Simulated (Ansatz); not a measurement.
Relaxation of ClFGaH₃ (6 atoms, charge 0, multiplicity 1), to a largest force component of 0.03 eV/Å in at most 50 steps.

Computed with Ansatz 0.2.0, RKS PBE0/def2-SVP.

```xyz
6
Properties=species:S:1:pos:R:3:forces:R:3
Ga -0.004 0.257 -0.041 0.01 -0.27 0.52
Cl -0.004 0.454 2.176 0.01 -0.17 -0.46
H 1.422 0.295 -0.663 -0.02 0.00 0.01
H -1.433 0.230 -0.656 0.02 0.00 0.01
F 0.087 -2.478 0.886 -0.01 0.22 -0.27
H 0.078 -2.069 1.718 -0.01 0.21 0.19
```

**Question.** Where does it end, and by what steps?

**Answer.** It converged. After 6 steps the energy has fallen by 0.255 eV; F5 moved furthest, 0.43 Å.

```json
{"step": "0", "energy less start (eV)": "0.0000", "largest force component (eV/Å)": "0.523", "accepted": "yes"}
{"step": "1", "energy less start (eV)": "-0.1215", "largest force component (eV/Å)": "0.335", "accepted": "yes"}
{"step": "2", "energy less start (eV)": "-0.2319", "largest force component (eV/Å)": "0.517", "accepted": "yes"}
{"step": "3", "energy less start (eV)": "-0.2395", "largest force component (eV/Å)": "0.465", "accepted": "yes"}
{"step": "4", "energy less start (eV)": "-0.2529", "largest force component (eV/Å)": "0.148", "accepted": "yes"}
{"step": "5", "energy less start (eV)": "-0.2541", "largest force component (eV/Å)": "0.078", "accepted": "yes"}
{"step": "6", "energy less start (eV)": "-0.2547", "largest force component (eV/Å)": "0.012", "accepted": "yes"}
```

```xyz
6
Properties=species:S:1:pos:R:3
Ga 0.007 0.005 0.026
Cl 0.007 0.267 2.251
H 1.425 0.157 -0.592
H -1.422 0.075 -0.583
F 0.069 -2.085 0.716
H 0.061 -1.730 1.602
```

Run time: 24 s on 1 thread of Arm Neoverse V2 (shared host), peak memory 0.16 GiB.
